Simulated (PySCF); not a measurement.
**Question.** Give a GFN2-xTB geometry of `COCc1cccnc1`.

**Answer.** 
```
atom  x, y, z in Å
C1    -3.0714    0.6098    0.5435
O2    -1.7008    0.3485    0.6833
C3    -1.0548    0.1379   -0.5498
C4     0.4030   -0.1533   -0.3342
C5     1.0759    0.3117    0.7885
C6     2.4268    0.0377    0.9234
C7     3.0549   -0.6878   -0.0772
N8     2.4230   -1.1404   -1.1471
C9     1.1344   -0.8831   -1.2667
H10   -3.5869   -0.2207    0.0444
H11   -3.4696    0.7307    1.5489
H12   -3.2466    1.5271   -0.0334
H13   -1.5267   -0.6982   -1.0910
H14   -1.1530    1.0378   -1.1851
H15    0.5351    0.8691    1.5375
H16    2.9790    0.3823    1.7845
H17    4.1098   -0.9233   -0.0255
H18    0.6591   -1.2796   -2.1556
```

Orientation and origin are arbitrary. Atoms count from 1 in this order. Of the pairs four or more bonds apart, O2···H15 is among the closest relative to their van der Waals radii: 2.45 Å, 90 % of the sum of Bondi's values. The C–C distances run from 1.385 Å (C5–C6, aromatic) to 1.502 Å (C3–C4, drawn single), a spread of 0.117 Å. The 6-membered ring C4–C5–C6–C7–N8–C9 has internal angles of 117.5° to 123.7° (sum 720°, against 720° for a flat polygon); it is planar, 0.00 Å rms from its mean plane, widest ring torsion 1°.

Bonds between heavy atoms (Å): C1–O2 1.402, O2–C3 1.408, C3–C4 1.502, C4–C5 1.389, C5–C6 1.385, C6–C7 1.386, C7–N8 1.322, N8–C9 1.319, C4–C9 1.392.

Structure optimised with GFN2-xTB, isolated species.

Point group: C1 (no symmetry element, even within 0.4 Å). Not checked by GFN2-xTB frequencies. The numbers are those of one conformer (C1–O2–C3–C4 -179°, O2–C3–C4–C5 -26°).

The numbers are calculated, not measured.
